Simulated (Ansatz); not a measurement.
## A family of molecules: the dipole moment

One atom is swapped for its congeners: C3H8 (propane) `CCC`; SiH2(CH3)2; GeH2(CH3)2; SnH2(CH3)2. All are singlets with charge 0.

Shapes, held fixed at every level: PBE0-D4/def2-TZVP. Programs: Ansatz 0.2.0. Values in D.

| level | C3H8 | SiH2(CH3)2 | GeH2(CH3)2 | SnH2(CH3)2 |
| --- | --- | --- | --- | --- |
| PBE-D4/def2-TZVPP | 0.09 | 0.83 | 0.72 | 0.81 |
| r2SCAN-D4/def2-TZVPP | 0.09 | 0.84 | 0.73 | 0.81 |
| B3LYP-D4/def2-TZVPP | 0.09 | 0.78 | 0.70 | 0.78 |
| wB97M-V/def2-TZVPP | 0.09 | 0.79 | 0.68 | 0.73 |
| measured | 0.08 | 0.75 | – | – |

At wB97M-V/def2-TZVPP the dipole moment isn't monotonic: it is largest for Si and smallest for C (0.79 and 0.09 D). 3 of 4 levels show this order throughout; 3 agree on the largest and the smallest. Measured values: NIST CCCBDB. For atoms past krypton def2 sets carry core potentials with scalar relativity. Relativity is left out for Ge unless named. Magnitudes only: a dipole under 1 D may point either way.
